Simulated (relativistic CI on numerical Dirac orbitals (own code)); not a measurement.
**Line list: Electric-dipole lines, Yb42+**

These numbers are calculated, not measured: Dirac-Coulomb-Breit CI, KLI orbitals optimised for each configuration, QED by a radiative potential, unscaled Slater integrals (own radial code, finite nucleus).

Configurations in the expansion (outside the closed core [Ne]): 3s²3p⁶3d¹⁰, 3s²3p⁶3d⁹4s, 3s²3p⁶3d⁹4p, 3s²3p⁶3d⁹4d, 3s²3p⁵3d¹⁰4s, 3s²3p⁶3d⁹4f, 3s²3p⁵3d¹⁰4p, 3s²3p⁶3d⁸4s², 3s²3p⁵3d¹⁰4d, 3s²3p⁶3d⁸4s4p, 3s3p⁶3d¹⁰4s, 3s²3p⁶3d⁹5s, 3s²3p⁶3d⁸4p², 3s²3p⁵3d¹⁰4f, 3s²3p⁶3d⁸4s4d, 3s²3p⁶3d⁹5p. Levels of other configurations are missing.

```csv
λ vac (nm),Lower,Upper,A (s⁻¹),gf,Branching (%)
0.54305,3s²3p⁶3d¹⁰ ¹S0 [1],3s²3p⁵3d¹⁰4d ³D°1 [101],3.45e+13,4.57e-01,86.0
0.60049,3s²3p⁶3d¹⁰ ¹S0 [1],3s²3p⁵3d¹⁰4d ¹P°1 [72],7.20e+13,1.17e+00,97.5
0.66127,3s²3p⁶3d¹⁰ ¹S0 [1],3s²3p⁶3d⁹4f ¹P°1 [59],3.28e+14,6.44e+00,99.9
0.68222,3s²3p⁶3d¹⁰ ¹S0 [1],3s²3p⁶3d⁹4f ³D°1 [49],7.46e+13,1.56e+00,99.7
1.3451,3s²3p⁶3d⁹4s ³D3 [2],3s²3p⁶3d⁹5p ³F°4 [94],1.85e+12,4.53e-01,47.5
1.8244,3s²3p⁶3d⁹4p ³F°4 [10],3s²3p⁶3d⁹5s ³D3 [78],3.17e+12,1.11e+00,45.4
2.0939,3s²3p⁶3d⁹4p ³F°3 [16],3s²3p⁵3d¹⁰4p ³D2 [77],3.68e+12,1.21e+00,67.5
2.0941,3s²3p⁶3d⁹4d ³G4 [32],3s²3p⁵3d¹⁰4d ³F°3 [102],4.21e+12,1.94e+00,70.3
2.0952,3s²3p⁶3d⁹4s ³D2 [5],3s²3p⁵3d¹⁰4s ³P°1 [65],4.29e+12,8.47e-01,52.7
2.0962,3s²3p⁶3d⁹4p ³F°2 [8],3s²3p⁵3d¹⁰4p ³D1 [74],4.31e+12,8.51e-01,82.6
3.0274,3s²3p⁶3d⁹4s ¹D2 [3],3s²3p⁵3d¹⁰4s ¹P°1 [37],1.65e+12,6.79e-01,9.0
3.0308,3s²3p⁶3d⁹4d ³G5 [23],3s²3p⁵3d¹⁰4d ³F°4 [70],1.34e+12,1.66e+00,67.8
3.0324,3s²3p⁶3d⁹4d ³G4 [19],3s²3p⁵3d¹⁰4d ³F°3 [68],1.39e+12,1.34e+00,60.0
3.0350,3s²3p⁶3d⁹4p ³F°3 [7],3s²3p⁵3d¹⁰4p ³D2 [51],1.52e+12,1.05e+00,83.3
3.0353,3s²3p⁶3d⁹4p ³P°2 [6],3s²3p⁵3d¹⁰4p ³P1 [50],1.70e+12,7.03e-01,91.0
3.0359,3s²3p⁶3d⁹4p ³F°4 [10],3s²3p⁵3d¹⁰4p ³D3 [61],1.37e+12,1.32e+00,68.5
3.0366,3s²3p⁶3d⁹4s ³D3 [2],3s²3p⁵3d¹⁰4s ³P°2 [36],1.56e+12,1.08e+00,86.4
5.7080,3s²3p⁶3d⁹4p ³F°2 [8],3s²3p⁶3d⁹4d ³F2 [30],2.99e+11,7.31e-01,47.2
5.7434,3s²3p⁶3d⁹4p ³P°2 [6],3s²3p⁶3d⁹4d ³F3 [21],2.52e+11,8.71e-01,40.7
5.7735,3s²3p⁶3d⁹4p ³F°3 [7],3s²3p⁶3d⁹4d ³F3 [21],3.31e+11,1.16e+00,53.6
5.8016,3s²3p⁶3d⁹4p ³P°2 [6],3s²3p⁶3d⁹4d ³D2 [20],4.55e+11,1.15e+00,76.6
5.8525,3s²3p⁶3d⁹4p ³F°2 [8],3s²3p⁶3d⁹4d ³G3 [29],5.65e+11,2.03e+00,94.5
5.8677,3s²3p⁶3d⁹4p ³F°3 [7],3s²3p⁶3d⁹4d ³G4 [19],5.65e+11,2.63e+00,95.2
5.9688,3s²3p⁶3d⁹4p ³P°2 [6],3s²3p⁶3d⁹4d ³S1 [18],4.97e+11,7.96e-01,95.3
7.3561,3s²3p⁶3d⁹4s ³D3 [2],3s²3p⁶3d⁹4p ³D°3 [13],1.73e+11,9.83e-01,58.1
7.3950,3s²3p⁶3d⁹4s ³D1 [4],3s²3p⁶3d⁹4p ³D°2 [17],1.42e+11,5.82e-01,48.3
7.4319,3s²3p⁶3d⁹4s ¹D2 [3],3s²3p⁶3d⁹4p ³D°3 [13],1.25e+11,7.24e-01,41.9
7.4452,3s²3p⁶3d⁹4s ³D2 [5],3s²3p⁶3d⁹4p ³D°2 [17],1.51e+11,6.28e-01,51.4
7.5151,3s²3p⁶3d⁹4s ³D1 [4],3s²3p⁶3d⁹4p ³D°1 [15],2.39e+11,6.08e-01,17.3
7.5158,3s²3p⁶3d⁹4s ¹D2 [3],3s²3p⁶3d⁹4p ¹P°1 [12],2.70e+11,6.87e-01,2.8
7.5592,3s²3p⁶3d⁹4s ³D2 [5],3s²3p⁶3d⁹4p ³F°3 [16],2.80e+11,1.68e+00,99.8
7.5620,3s²3p⁶3d⁹4s ¹D2 [3],3s²3p⁶3d⁹4p ¹D°2 [11],2.27e+11,9.72e-01,82.0
7.5707,3s²3p⁶3d⁹4s ³D3 [2],3s²3p⁶3d⁹4p ³F°4 [10],2.77e+11,2.15e+00,100.0
7.7916,3s²3p⁶3d⁹4d ³G3 [29],3s²3p⁶3d⁹4f ³H°4 [52],2.24e+11,1.83e+00,95.5
7.8023,3s²3p⁶3d⁹4d ³G4 [19],3s²3p⁶3d⁹4f ³H°5 [40],2.22e+11,2.23e+00,95.6
8.1224,3s²3p⁶3d⁹4p ¹D°2 [11],3s²3p⁶3d⁹4d ³D3 [24],1.40e+11,9.69e-01,53.6
8.1601,3s²3p⁶3d⁹4p ³D°2 [17],3s²3p⁶3d⁹4d ³F3 [34],2.05e+11,1.43e+00,76.6
8.1825,3s²3p⁶3d⁹4p ³D°3 [13],3s²3p⁶3d⁹4d ³F4 [26],1.91e+11,1.73e+00,70.9
8.2088,3s²3p⁶3d⁹4p ³F°3 [16],3s²3p⁶3d⁹4d ³G4 [32],2.57e+11,2.34e+00,99.8
8.2164,3s²3p⁶3d⁹4p ³F°4 [10],3s²3p⁶3d⁹4d ³G5 [23],2.55e+11,2.84e+00,100.0
8.4026,3s²3p⁶3d⁹4d ³F4 [26],3s²3p⁶3d⁹4f ³G°5 [47],1.61e+11,1.88e+00,82.4
8.4270,3s²3p⁶3d⁹4d ³G4 [32],3s²3p⁶3d⁹4f ³H°5 [55],1.89e+11,2.22e+00,99.8
8.4712,3s²3p⁶3d⁹4d ³G5 [23],3s²3p⁶3d⁹4f ³H°6 [42],1.85e+11,2.59e+00,100.0
14.230,3s²3p⁶3d⁹4s ³D3 [2],3s²3p⁶3d⁹4p ³P°2 [6],3.23e+10,4.90e-01,82.3
14.328,3s²3p⁶3d⁹4s ¹D2 [3],3s²3p⁶3d⁹4p ³F°3 [7],2.25e+10,4.86e-01,55.9
```

Terms are leading LS components. Brackets give the number of a level in order of energy, since labels repeat. The list gives strong lines, with weight on those to low levels, without lines whose two gauges differ by over a factor of 2.5, among the lowest 200 of 455 levels, so that lines to higher ones, which can be the strongest, are missing. Levels whose partners in the same complex of configurations lie outside the list can be far off, and so can their lines. Rates are taken at the computed energies, electric ones in the length gauge.

At this charge energies of transitions that change n are usually good to better than 1 %, and those within a shell (Δn = 0) to a few per cent.

LS names give the leading component of a level, which can be under half, so a name can repeat, a term be missing and a line seem to break the LS rules.
